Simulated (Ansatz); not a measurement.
Program: Ansatz. Geometries: PBE0-D4/def2-TZVP. ΔE: electronic, gas phase. CCSD(T)/CBS adds triple-zeta CCSD(T) − MP2 to the extrapolated MP2 energy (def2 sets, frozen cores). Functionals use def2-TZVPP. B3LYP here is the variant with VWN-RPA as its local correlation; programs differ in this. Each species was taken in one conformer, which may not be the lowest.

`C#[C][Al]([CH3])[F]` + `O[SiH2]N[SiH2]Cl` → `CO[SiH2]N[SiH2]Cl` + `C#[C][AlH][F]`  (substitution at a C–Al bond)

`C#[C][Al]([CH3])[F]`:

```xyz
9

C    -1.670   -0.320   -2.230
C    -0.756   -0.059   -1.481
Al    0.640    0.324   -0.250
C     0.568   -0.050    1.643
F     1.994    1.024   -0.882
H    -2.471   -0.548   -2.896
H     1.361   -0.746    1.932
H     0.722    0.861    2.227
H    -0.389   -0.486    1.937
```

`O[SiH2]N[SiH2]Cl`:

```xyz
11

O     2.156   -1.348   -0.418
Si    1.204   -0.406    0.532
N     0.095    0.562   -0.373
Si   -1.611    0.566   -0.266
Cl   -2.333    1.869    1.161
H     1.727   -1.990   -0.986
H     0.347   -1.213    1.437
H     2.172    0.431    1.271
H     0.501    1.303   -0.929
H    -2.192    1.011   -1.552
H    -2.065   -0.785    0.124
```

`CO[SiH2]N[SiH2]Cl`:

Z-matrix (Å, degrees):
```
C
O 1 1.410
H 1 1.091 2 108.2
H 1 1.095 2 111.2 3 119.2
H 1 1.097 2 111.4 3 -119.1
Si 2 1.635 1 123.6 3 176.3
N 6 1.730 2 113.3 1 58.2
H 6 1.488 2 111.2 1 -60.1
H 6 1.477 2 104.1 1 178.3
Si 7 1.709 6 127.0 2 60.7
H 7 1.010 6 115.6 2 -107.6
Cl 10 2.066 7 112.7 6 -92.2
H 10 1.478 7 107.9 6 25.7
H 10 1.479 7 110.8 6 149.8
```

`C#[C][AlH][F]`:

Cartesian coordinates in Å:
```
C 0.034 0.209 1.837
C 0.019 0.074 0.635
Al -0.064 -0.148 -1.244
F 1.341 -0.015 -2.090
H 0.052 0.330 2.897
H -1.382 -0.450 -2.036
```

CCSD(T)/CBS gives +1.08 eV.

(1) Another level gave +1.11 eV. Which?
A. r2SCAN/def2-TZVPP
B. PBE-D4/def2-TZVPP
C. HF/def2-TZVPP
D. B3LYP-D4/def2-TZVPP

Largest T1 diagnostic among the species: 0.013.

Results:

(1) A. r2SCAN 1.11, PBE-D4 1.05, HF/def2-TZVPP 0.92, B3LYP-D4 0.98 eV.

In def2-TZVPP, CCSD(T) changes the Hartree–Fock value by +0.12 eV (the triples alone add +0.01 eV) and MP2 by +0.19 eV. The D4 term adds −0.06 eV with B3LYP and −0.04 eV with PBE0; it sums over pairs of atoms, weighted by their polarisabilities, and B3LYP, whose exchange is more repulsive, gets the larger term.
